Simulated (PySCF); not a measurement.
C4H11NSi, SMILES C/C=C/[Si@H](C)N.

The structure is a stationary point at B3LYP-D3(BJ)/def2-SVP. The structure was generated by enumeration; whether it is a known compound was not checked. Other conformers were not sampled.

These are SMD-ωB97X/6-31G* (PySCF) values and carry that method's errors.

Solvation free energies are E(SMD) − E(gas) at the gas-phase geometry, for 1 M in both phases. In vacuum the dipole moment is 1.68 D.

Q: Estimate the solvation free energies in water, 2-propanol, dimethylsulfoxide. (Estimate from the structure and the level; the computed values follow.)

A: 
```tsv
solvent	ΔG(solv) (kcal/mol)	its non-electrostatic (CDS) part	dipole (D)
water	-0.2	5.6	2.30
2-propanol	-4.6	0.8	2.25
dimethylsulfoxide	-3.1	2.6	2.29
```
